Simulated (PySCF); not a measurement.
BrCdH. Atoms are numbered in the order given.

```xyz
3

Cd     0.0000     0.0000    -0.9978
H      0.0000     0.0000    -2.6564
Br     0.0000     0.0000     1.4443
```

Coordinates come from a B3LYP-D3(BJ)/def2-TZVP optimisation. The def2 effective core potentials stand for the cores of Cd; spin–orbit coupling is left out.

Level of theory: B3LYP/def2-TZVPD (PySCF).

Isolated molecule, no solvent.

```
Item                                                                                                           Result
---------------------------------------------------------------------------------------------  ----------------------
total energy                                                                                      -2742.65322 hartree
point group                                                                                                       C∞v
highest occupied level                                                                                       -7.83 eV
lowest empty level                                                                                           -1.41 eV
orbital gap                                                                                                   6.42 eV
dipole moment                                                                                                  2.24 D
quadrupole, principal values (traceless, Buckingham form, about the centre of nuclear charge)   -5.50, 2.75, 2.75 D·Å
mean static polarisability                                                                       56.2 bohr³ (8.33 Å³)
polarisability, principal values                                                               44.9, 44.9, 78.8 bohr³
```
